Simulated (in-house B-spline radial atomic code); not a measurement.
A fraction x of an electron is removed from 2p in neutral carbon, starting from [He] 2s2 2p2 and keeping the highest spin. Computed with a B-spline radial code for spherical atoms: scalar-relativistic (X2C) SCAN, spin-polarised, spherical fractional occupations, Fermi nucleus of rms radius 2.4702 fm.

```
   x  E(x) - E(0) (eV)  2p up level (eV)
   0            0.0000            -6.384
0.01            0.0643            -6.485
0.23            1.7400            -8.772
0.35            2.8707           -10.078
0.42            3.6034           -10.858
 0.5            4.5082           -11.765
0.59            5.6137           -12.804
0.68            6.8135           -13.862
0.87            9.6641           -16.157
0.89            9.9898           -16.403
   1           11.8692           -17.772
```

The exact functional would give a straight line between the two integer points. Deviations E(x) - E(0) - x[E(1) - E(0)], in eV: -0.054 at x = 0.01, -0.99 at x = 0.23, -1.284 at x = 0.35, -1.382 at x = 0.42, -1.426 at x = 0.5, -1.389 at x = 0.59, -1.258 at x = 0.68, -0.662 at x = 0.87, -0.574 at x = 0.89.

The curve lies below the straight line by up to 1.426 eV (at x = 0.5): convex, the delocalisation error that favours fractional charges.

(1) How well does Slater's transition state (minus the level at half occupation) give the ionisation energy?

Results:

(1) It gives 11.765 eV against 11.869 eV from the two total energies; NIST lists 11.26 eV, ground level to ground level.
